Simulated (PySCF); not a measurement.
PySCF input:

```python
from pyscf import gto, scf, mp, cc as ccmod

mol = gto.M(
    atom='''
    Si   -1.09196161   -0.41577761    0.17444630
    S     1.02738743    0.42233449   -0.26092314
    H    -1.02486916   -0.84467181    1.57607692
    H    -1.88919264    0.78418361   -0.10411425
    H    -1.14302774   -1.48132274   -0.83306849
    H     1.74924731   -0.59625727    0.25757221
    H     1.15710591    1.20160281    0.83605558
    ''',
    basis='cc-pvdz',
    charge=1,
    spin=0,
    verbose=4,
)

mf = scf.RHF(mol)
mf.conv_tol = 1e-10
mf.max_cycle = 100
mf.kernel()
mp2 = mp.MP2(mf, frozen=10).run()
cc = ccmod.CCSD(mf, frozen=10)
cc.max_cycle = 100
cc.kernel()
et = cc.ccsd_t()
print(f'E(CCSD(T)) = {cc.e_tot + et:.9f}')
```

### Question
Predict the final energy.

### Answer
-689.40325 Eh (CCSD(T)/cc-pVDZ).

It need not be the lowest isomer of its formula.
